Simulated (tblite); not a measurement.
Species: C3H11GeNSi.
Numbering: `[CH3:1]/[CH:2]=[N:3]/[Si@@H:4]([CH3:5])[GeH3:6]` (hydrogens: H7, H8, H9 on C1; H10 on C2; H11 on Si4; H12, H13, H14 on C5; H15, H16, H17 on Ge6)

Computed with GFN2-xTB (tblite), gas phase: L-BFGS steps from a force-field or distance-geometry start until the largest atomic force falls under 0.01 eV/Å.

Step 17: E = -505.9479 eV
```
atom  x, y, z in Å  |  force x, y, z in eV/Å
C1     -2.9894   -0.2924    0.1859    0.059   0.017  -0.011
C2     -1.5127   -0.0762    0.2378   -0.012  -0.044   0.045
N3     -0.7880   -0.0901   -0.7879   -0.056   0.012   0.113
Si4     0.9303    0.1252   -0.8324   -0.023   0.060   0.027
C5      1.3572    1.8616   -0.1723    0.013  -0.041   0.000
Ge6     1.9425   -1.4617    0.5777    0.008   0.021  -0.019
H7     -3.2008   -1.2781   -0.2288    0.018   0.049   0.010
H8     -3.4437    0.4417   -0.4780   -0.005  -0.027   0.005
H9     -3.4303   -0.2143    1.1772    0.001  -0.003  -0.073
H10    -1.1022    0.0882    1.2497   -0.050  -0.041  -0.047
H11     1.2704   -0.0353   -2.2456   -0.012  -0.013  -0.006
H12     2.4289    2.0313   -0.1602    0.031   0.004  -0.004
H13     0.9002    2.6482   -0.7642   -0.007  -0.037  -0.034
H14     0.9912    1.9642    0.8470    0.026   0.025   0.015
H15     1.4858   -1.4237    2.0127   -0.009   0.016  -0.002
H16     1.7196   -2.9042    0.2276    0.004   0.002  -0.019
H17     3.4342   -1.3722    0.7236    0.013   0.000   0.000
```

Step 18: E = -505.9494 eV
```
atom  x, y, z in Å  |  force x, y, z in eV/Å
C1     -2.9917   -0.2917    0.1838    0.079   0.020  -0.004
C2     -1.5155   -0.0743    0.2408    0.025  -0.083   0.044
N3     -0.7867   -0.0875   -0.7819   -0.079   0.027   0.093
Si4     0.9310    0.1259   -0.8274   -0.022   0.049   0.013
C5      1.3612    1.8625   -0.1713    0.001  -0.051  -0.016
Ge6     1.9461   -1.4619    0.5776   -0.011   0.028  -0.033
H7     -3.1989   -1.2782   -0.2317    0.013   0.053   0.016
H8     -3.4444    0.4411   -0.4823   -0.010  -0.025   0.011
H9     -3.4335   -0.2148    1.1748   -0.013  -0.001  -0.080
H10    -1.1035    0.0805    1.2532   -0.072  -0.026  -0.028
H11     1.2580   -0.0350   -2.2430    0.005  -0.015  -0.016
H12     2.4329    2.0337   -0.1634    0.019   0.002   0.011
H13     0.9016    2.6439   -0.7678   -0.007  -0.020  -0.026
H14     0.9934    1.9668    0.8471    0.044   0.037   0.012
H15     1.4854   -1.4221    2.0096   -0.010   0.013   0.020
H16     1.7218   -2.9029    0.2269    0.001  -0.011  -0.022
H17     3.4357   -1.3742    0.7249    0.037   0.003   0.004
```

Step 19: E = -505.9509 eV
```
atom  x, y, z in Å  |  force x, y, z in eV/Å
C1     -2.9931   -0.2907    0.1814    0.062   0.015   0.001
C2     -1.5184   -0.0736    0.2451    0.049  -0.100   0.036
N3     -0.7860   -0.0837   -0.7742   -0.067   0.036   0.037
Si4     0.9312    0.1273   -0.8216   -0.021   0.021  -0.014
C5      1.3658    1.8631   -0.1706   -0.006  -0.037  -0.023
Ge6     1.9501   -1.4620    0.5771   -0.027   0.030  -0.039
H7     -3.1964   -1.2772   -0.2347    0.007   0.034   0.012
H8     -3.4452    0.4400   -0.4868   -0.008  -0.011   0.007
H9     -3.4375   -0.2154    1.1705   -0.032   0.004  -0.061
H10    -1.1062    0.0714    1.2569   -0.078  -0.012   0.029
H11     1.2436   -0.0347   -2.2404    0.022  -0.015  -0.017
H12     2.4375    2.0366   -0.1667    0.002  -0.005   0.022
H13     0.9034    2.6390   -0.7721   -0.004  -0.004  -0.014
H14     0.9967    1.9703    0.8472    0.060   0.046   0.006
H15     1.4847   -1.4200    2.0067   -0.007   0.007   0.034
H16     1.7243   -2.9020    0.2257   -0.001  -0.017  -0.022
H17     3.4384   -1.3763    0.7264    0.051   0.007   0.008
```

Step 20: E = -505.9522 eV
```
atom  x, y, z in Å  |  force x, y, z in eV/Å
C1     -2.9933   -0.2895    0.1792    0.018   0.002   0.003
C2     -1.5204   -0.0749    0.2499    0.046  -0.083   0.024
N3     -0.7860   -0.0795   -0.7670   -0.031   0.036  -0.023
Si4     0.9308    0.1286   -0.8169   -0.019  -0.007  -0.042
C5      1.3698    1.8631   -0.1705   -0.008  -0.006  -0.021
Ge6     1.9534   -1.4617    0.5762   -0.027   0.023  -0.030
H7     -3.1941   -1.2755   -0.2371    0.000   0.002   0.000
H8     -3.4460    0.4387   -0.4906    0.003   0.007  -0.003
H9     -3.4418   -0.2158    1.1654   -0.049   0.010  -0.025
H10    -1.1100    0.0630    1.2609   -0.065  -0.007   0.093
H11     1.2310   -0.0347   -2.2384    0.034  -0.014  -0.015
H12     2.4414    2.0391   -0.1693   -0.011  -0.014   0.023
H13     0.9049    2.6345   -0.7760    0.000   0.007  -0.004
H14     1.0010    1.9744    0.8472    0.066   0.049  -0.001
H15     1.4839   -1.4179    2.0047   -0.001   0.002   0.032
H16     1.7265   -2.9016    0.2242   -0.001  -0.014  -0.020
H17     3.4418   -1.3780    0.7279    0.045   0.009   0.008
```

Q: Estimate the geometry and energy of step 21. (The exact step hangs on the optimiser's Hessian estimate; all steps are aligned on step 20, rigid shifts and turns removed.)

A: E = -505.9534 eV, largest force 0.135 eV/Å
```
atom  x, y, z in Å  |  force x, y, z in eV/Å
C1     -2.9930   -0.2884    0.1773   -0.031  -0.014   0.003
C2     -1.5214   -0.0778    0.2547    0.023  -0.043   0.015
N3     -0.7866   -0.0751   -0.7610    0.007   0.029  -0.057
Si4     0.9299    0.1298   -0.8136   -0.015  -0.025  -0.057
C5      1.3732    1.8630   -0.1708   -0.006   0.024  -0.014
Ge6     1.9559   -1.4610    0.5747   -0.012   0.008  -0.008
H7     -3.1920   -1.2739   -0.2391   -0.008  -0.029  -0.012
H8     -3.4466    0.4376   -0.4939    0.022   0.021  -0.011
H9     -3.4466   -0.2160    1.1604   -0.057   0.015   0.010
H10    -1.1148    0.0554    1.2663   -0.042  -0.013   0.128
H11     1.2206   -0.0350   -2.2369    0.043  -0.013  -0.016
H12     2.4447    2.0410   -0.1711   -0.017  -0.023   0.015
H13     0.9063    2.6306   -0.7795    0.004   0.018   0.004
H14     1.0061    1.9790    0.8472    0.062   0.044  -0.007
H15     1.4833   -1.4161    2.0034    0.007  -0.003   0.020
H16     1.7284   -2.9014    0.2224   -0.001  -0.006  -0.017
H17     3.4456   -1.3794    0.7295    0.023   0.010   0.006
```

The energy changes by -0.0012 eV. The first-order estimate −F·Δx gives -0.0017 eV and the mean of the old and new forces, exact on a quadratic surface, -0.0012 eV. The step makes an angle of 71° with the force vector and moves no atom by more than 0.010 Å.

What follows is the cost of the whole relaxation. Hardware: Arm Neoverse V1, one thread, shared host. Cost: 0.85 s wall.
